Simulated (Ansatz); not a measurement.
System: sum formula H10Si3NO, charge 1, multiplicity 1. It need not be the lowest isomer of its formula. SMILES: [SiH3]N[SiH2][OH+][SiH3]
Geometry from a B3LYP-D3(BJ)/def2-TZVP (Ansatz, a first-principles code) optimisation:
```xyz
15

Si    -0.0910     0.5368    -0.8554
N     -1.5134     0.7158     0.0140
Si    -2.7058    -0.5377     0.4225
O      1.1861     0.1552     0.3977
Si     2.8670    -0.3745     0.1749
H      0.0000    -0.6724    -1.6757
H      0.4382     1.7694    -1.4453
H     -1.7884     1.6675     0.2311
H     -3.9641    -0.2791    -0.2973
H     -2.0637    -1.7931    -0.0167
H     -2.9134    -0.5299     1.8825
H      3.6605     0.5828     0.9535
H      2.9938    -0.2478    -1.2814
H      2.9049    -1.7517     0.6789
H      0.8541     0.2559     1.3043
```
Charge +1, spin multiplicity 1.

Parts of the frozen-core correlation energy in 6-31G* (Ansatz, hartree). Frozen orbitals: 17; correlated occupied orbitals by spin: 16 and 16; virtual: 74 and 74. No spin-orbit coupling. Non-relativistic.

```
term                             value
-------------------------  -----------
reference (HF)             -1001.74466
MP2 opposite-spin           (withheld)
MP2 same-spin               (withheld)
CCSD correlation              -0.63500
(T)                         (withheld)
T1 diagnostic                    0.012
largest doubles amplitude        0.018
```

Question: What belongs in the gaps?

Answer: 
- MP2 opposite-spin, value: -0.44421
- MP2 same-spin, value: -0.12926
- (T), value: -0.01439
